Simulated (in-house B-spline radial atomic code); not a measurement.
Pd. Computed with a B-spline radial atomic code. Model: all-electron spherical atom, spin shells full or empty, radial basis limit, no spin-orbit coupling, Breit or QED, empty-state partial waves extrapolated as (l+1/2)^-4, RPA, G0W0 and static COHSEX of the highest shell as one setting changes (uncorrelated shells keep exact exchange).

Given: element Pd; charge 0; filled core Kr; hamiltonian one-electron scalar X2C; mean-field start r2SCAN; highest l of empty states 9; nuclear rms radius 4.5318 fm; highest mean-field shell 4d.

Shell: 4d 5 5 (electrons up and down).

```json
{"natural log step of frequency grid": "0.25", "RPA correlation energy (hartree)": "-3.5563", "G0W0 level (eV)": "-7.7523", "G0W0 minus most complete (meV)": "0", "RPA minus most complete (millihartree)": "0", "linearised minus solved G0W0 (meV)": "8.7"}
{"natural log step of frequency grid": "0.4", "RPA correlation energy (hartree)": "-3.5563", "G0W0 level (eV)": "-7.7524", "G0W0 minus most complete (meV)": "0", "RPA minus most complete (millihartree)": "0", "linearised minus solved G0W0 (meV)": "8.7"}
{"natural log step of frequency grid": "0.6", "RPA correlation energy (hartree)": "?", "G0W0 level (eV)": "?", "G0W0 minus most complete (meV)": "?", "RPA minus most complete (millihartree)": "?", "linearised minus solved G0W0 (meV)": "?"}
{"natural log step of frequency grid": "0.9", "RPA correlation energy (hartree)": "-3.5563", "G0W0 level (eV)": "-7.7523", "G0W0 minus most complete (meV)": "0", "RPA minus most complete (millihartree)": "0", "linearised minus solved G0W0 (meV)": "8.6"}
{"natural log step of frequency grid": "1.3", "RPA correlation energy (hartree)": "-3.5562", "G0W0 level (eV)": "-7.7527", "G0W0 minus most complete (meV)": "-0.4", "RPA minus most complete (millihartree)": "0.1", "linearised minus solved G0W0 (meV)": "8.6"}
{"natural log step of frequency grid": "1.8", "RPA correlation energy (hartree)": "?", "G0W0 level (eV)": "?", "G0W0 minus most complete (meV)": "?", "RPA minus most complete (millihartree)": "?", "linearised minus solved G0W0 (meV)": "?"}
{"natural log step of frequency grid": "2.5", "RPA correlation energy (hartree)": "-3.6334", "G0W0 level (eV)": "-7.7814", "G0W0 minus most complete (meV)": "-29", "RPA minus most complete (millihartree)": "-77.1", "linearised minus solved G0W0 (meV)": "3.7"}
{"natural log step of frequency grid": "3.5", "RPA correlation energy (hartree)": "-3.5265", "G0W0 level (eV)": "-7.8391", "G0W0 minus most complete (meV)": "-86.7", "RPA minus most complete (millihartree)": "29.8", "linearised minus solved G0W0 (meV)": "84.6"}
```

(1) What follows for natural log step of frequency grid = 0.6?

(2) What follows for natural log step of frequency grid = 1.8?

Answers

(1) RPA correlation energy -3.5563 hartree; G0W0 level -7.7524 eV; G0W0 minus most complete 0 meV; RPA minus most complete 0 millihartree; linearised minus solved G0W0 8.7 meV.

(2) RPA correlation energy -3.5696 hartree; G0W0 level -7.7554 eV; G0W0 minus most complete -3 meV; RPA minus most complete -13.3 millihartree; linearised minus solved G0W0 12.7 meV.
